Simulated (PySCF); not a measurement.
bromotrifluoroethene, C₂BrF₃, SMILES FC(F)=C(F)Br, point group Cs.

Level: LDA/def2-SVP in PySCF (density fitting, grid level 2); geometry and Hessian at that level, cubic constants and property derivatives from steps of ±0.6 along each species' dimensionless normal coordinates, second-order vibrational perturbation theory. The parent has the commonest isotopes.

Equilibrium geometry (Å):

```
atom        x        y        z
  F1  -0.1663  -0.6208   1.6167
  C2  -0.3947  -0.4689   0.3433
  F3  -1.3539  -1.2335  -0.1017
  C4   0.2824   0.3836  -0.4401
  F5   0.0035   0.4902  -1.7206
 Br6   1.6415   1.4575   0.2161
```

An isotope shift is δ(isotopologue) − δ(parent), that is, the negative of the change in the averaged GIAO shielding; n counts bonds from the nearest label (0: the labelled atom itself). These are computed values; those of heavy atoms are rounded to 5 ppb, about the numerical noise.

**Question.** What isotope shifts arise with ¹³C at 2?

**Answer.** 
| nucleus | n | 0 K (ppb) | 500 K (ppb) |
| --- | --- | --- | --- |
| C2 | 0 | -40 | -35 |
| F1 | 1 | -105 | -90 |
| F3 | 1 | -120 | -100 |
| C4 | 1 | -35 | -20 |
| F5 | 2 | -85 | -45 |

A mode lies under 250 cm⁻¹, where this perturbation treatment is rough. Spin–orbit effects of the heavy atoms on shieldings are missing.
